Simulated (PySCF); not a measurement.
Species: [NiF4]2- (charge -2 and singlet state).
Cartesian coordinates in Å at the PBE0-D3(BJ)/def2-SVP level; atoms count from 1:
```xyz
5
NiF4 angstrom
Ni     0.0000    0.0001   -0.0001
F      0.4691    1.0181    1.4606
F      1.6817   -0.7498   -0.0216
F     -1.6820    0.7492    0.0221
F     -0.4688   -1.0176   -1.4609
```

The closed-shell ground state was solved at several levels (PySCF, density fitting, gas phase, non-relativistic). Whether so highly charged an anion holds all its electrons in the gas phase wasn't checked; a finite basis holds them in any case. The ion is multiply charged and computed without counter-ions or solvent. The geometry's basis has no diffuse functions, a weakness for an anion. The HOMO energy is positive, so at this level the finite basis confines the outermost electrons. No diffuse functions stand in pcJ-1 (pcSseg-1 on Ni) and pcSseg-1 (pcSseg-2 on Ni), which bears on an anion's orbital energies.

```json
{"level": "PBE/pcSseg-1 (pcSseg-2 on Ni)", "basis functions": "141", "total energy (Eh)": "-1907.1489", "HOMO (eV)": "7.26", "LUMO (eV)": "8.59", "gap (eV)": "1.33"}
{"level": "B3LYP/pcSseg-1 (pcSseg-2 on Ni)", "basis functions": "141", "total energy (Eh)": "-1907.8025", "HOMO (eV)": "4.87", "LUMO (eV)": "9.90", "gap (eV)": "5.03"}
{"level": "PBE0/pcSseg-1 (pcSseg-2 on Ni)", "basis functions": "141", "total energy (Eh)": "-1907.1202", "HOMO (eV)": "4.44", "LUMO (eV)": "10.30", "gap (eV)": "5.86"}
```

**Question.** What might PBE/pcJ-1 (pcSseg-1 on Ni) (153 basis functions) give for the same quantities?

**Answer.** Total energy -1906.9667 Eh, HOMO 7.32 eV, LUMO 8.63 eV, gap 1.31 eV.

**Question.** Over all these levels, which gives the widest orbital gap and which the narrowest?

**Answer.** PBE0/pcSseg-1 (pcSseg-2 on Ni) (global hybrid, 25 % exact exchange) has the widest, 5.86 eV, and PBE/pcJ-1 (pcSseg-1 on Ni) (GGA) the narrowest, 1.31 eV. Functional and basis both differ between the two, so the spread mixes both effects.

**Question.** In the pcSseg-1 (pcSseg-2 on Ni) basis, how does the gap go with the fixed share of exact exchange?

**Answer.** PBE (0 %) 1.33 eV; B3LYP (20 %) 5.03 eV; PBE0 (25 %) 5.86 eV. Each rise in the share widens the gap here.
The closed-shell solution of the metal species wasn't tested for stability.
